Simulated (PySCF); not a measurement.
HI, SMILES I (connectivity only; charge and spin as stated), charge +1, multiplicity 2.

Geometry optimised at PBE0-D3(BJ)/def2-TZVPD. The multiplicity is an assumed one; other spin states were not compared. The def2 effective core potentials stand for the cores of I; spin–orbit coupling is left out.

Level of theory: PBE/def2-TZVPD (PySCF).

Gas-phase values at a fixed geometry.

Problem. Estimate the frontier levels, dipole moment. (The exact figures need the calculation; the answer reports its results.)

Solution. 
```
Property                                                            Value
------------------------------------------------  -----------------------
α spin, highest occupied and lowest empty level       -14.77 and -9.01 eV
β spin, highest occupied and lowest empty level      -14.43 and -14.28 eV
dipole moment about the centre of nuclear charge                   0.97 D
⟨S²⟩                                              0.753 (pure state 0.75)
```
